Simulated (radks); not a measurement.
Trend from Ni3+ to Pt3+: ionisation energy by Delta-SCF between NIST ground configurations, and size. All-electron calculation, Dirac Kohn-Sham, PBE, spin-unpolarised, spherical densities, point nucleus; open shells fill j = l - 1/2 first. Program: a radial shooting solver on a logarithmic mesh with Libxc functionals.

[
 {"species": "Ni3+", "configuration": "[Ar] 3d7", "configuration of the ion": "[Ar] 3d6", "IE (eV)": "57.403", "NIST (eV)": "54.9", "kind": "semi-emp."},
 {"species": "Pd3+", "configuration": "[Kr] 4d7", "configuration of the ion": "[Kr] 4d6", "IE (eV)": "49.029", "NIST (eV)": "46", "kind": "theory"},
 {"species": "Pt3+", "configuration": "[Xe] 4f14 5d7", "configuration of the ion": "[Xe] 4f14 5d6", "IE (eV)": "44.749", "NIST (eV)": "43", "kind": "theory"}
]

Reference values: NIST Atomic Spectra Database (exp. = measured, semi-emp. = semi-empirical, theory = theoretical value adopted there). Spin polarisation and multiplet splitting are left out, so open shells lie too high by an amount that depends on their filling.

Beside tabulated values, note that spin-unpolarised runs miss the spin-polarisation part of the exchange energy of open shells.
